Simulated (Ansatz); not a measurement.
Reaction (ligand exchange at a B–N bond): `BNC(=N)F` + `[SiH3]S` → `BS[SiH3]` + `N=C(N)F`

Program: Ansatz. Geometries: PBE0-D4/def2-TZVP. ΔE: electronic, gas phase. CBS: MP2 limit from def2 TZ/QZ plus the TZ coupled-cluster correction, frozen cores. Functionals use def2-TZVPP. Each species was taken in one conformer, which may not be the lowest.

| level | ΔE (kJ/mol) |
| --- | --- |
| BLYP-D4 | 30.5 |
| CAM-B3LYP-D4 | 36.0 |

Problem. What does CCSD(T)/CBS give? (An estimate is asked.)

Solution. The calculation gave: +31.3 kJ/mol. The listed levels differ from it by -0.8, 4.7 kJ/mol.

Largest T1 diagnostic among the species: 0.014.

From BLYP to BHLYP (50 % exact exchange), in def2-TZVPP and without D4, ΔE moves by +3.8 kJ/mol. Leaving LDA and LC-ωPBE aside and taking each functional with its dispersion term where it has one, the values, not all of them listed here, spread over 13.4 kJ/mol, from revPBE-D4 to CAM-B3LYP-D4. LDA lies +3.5 kJ/mol from PBE without D4. At CCSD(T), def2-SVP lies +7.3 kJ/mol from the extrapolated value and def2-TZVPP +1.4 kJ/mol.
